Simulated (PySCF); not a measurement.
# Basis and Hamiltonian dependence of the excitation energy of Pd²⁺

Pd²⁺ [Kr] 4d8 (3F) → Pd²⁺ [Kr] 4d7 5s1, s spin flipped. All values are computed (PySCF 2.14, energy differences of UHF-based or UKS calculations, no spin-orbit coupling). Values in eV.

| basis | Hamiltonian | functions | UHF | PBE | PBE0 | MP2 (valence) |
| --- | --- | --- | --- | --- | --- | --- |
| def2-TZVPPD with the def2 core potential (28 electrons) | ECP | 56 | 7.139 | 7.404 | 7.538 | 7.775 |
| ANO-RCC-VTZP | spin-free X2C | 68 | 7.526 | 7.915 | 8.029 | 8.170 |
| x2c-TZVPPall | spin-free X2C | 79 | 7.021 | 7.474 | 7.557 | 7.657 |
| aug-cc-pVTZ-PP with ECP28MDF | ECP | 88 | 6.937 | 7.123 | 7.267 | 7.500 |

Frozen in the all-electron rows: valence: [Kr]; with a core potential, the same shells as far as they lie outside it.

At MP2 (valence), ANO-RCC-VTZP lies more than 0.3 eV from the median of the rows with comparable relativity. Of these, ANO-RCC-VTZP has no diffuse functions of the l that the added or promoted electron needs.

In the upper determinant the s electron has its spin opposite to the other open shell, which mixes two multiplicities.
